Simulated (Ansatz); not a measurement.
Start from `[SnH3][CH2]C1=CC1` and change one atom or group to get `BC1=CC1`.

Ansatz, PBE0-D4/def2-TZVP geometries, multiplicity 1. Each molecule was computed in one conformer, which needn't be the lowest.

Elements past krypton have def2 core potentials.

| property | `[SnH3][CH2]C1=CC1` |
| --- | --- |
| size of the dipole moment (B3LYP/def2-TZVPP) / D | 0.94 |
| HOMO energy (PBE0/def2-TZVPP) / eV | -6.51 |
| HOMO energy (ωB97M-V/def2-TZVPP) / eV | -8.64 |
| LUMO energy (ωB97M-V/def2-TZVPP) / eV | 1.35 |
| HOMO energy (PBE/def2-TZVPP) / eV | -5.46 |
| HOMO–LUMO gap (ωB97M-V/def2-TZVPP) / eV | 9.99 |

Question: What does the change do to each property? (An estimate is asked.)

Answer: The calculation gave: 
```
                                        property  `BC1=CC1`  shift
size of the dipole moment (B3LYP/def2-TZVPP) / D       2.19   1.25
              HOMO energy (PBE0/def2-TZVPP) / eV      -7.83  -1.32
           HOMO energy (ωB97M-V/def2-TZVPP) / eV     -10.06  -1.42
           LUMO energy (ωB97M-V/def2-TZVPP) / eV       2.06   0.71
               HOMO energy (PBE/def2-TZVPP) / eV      -6.65  -1.19
         HOMO–LUMO gap (ωB97M-V/def2-TZVPP) / eV      12.12   2.13
```

With PBE0 the HOMO falls by 1.32 eV and the LUMO rises by 0.11 eV, so the gap widens by about 1.43 eV. PBE moves the HOMO by -1.19 eV and ωB97M-V by -1.42 eV. Dipoles are sizes alone; their direction can turn.

B3LYP here is the variant with VWN-RPA as its local correlation; programs differ in this.
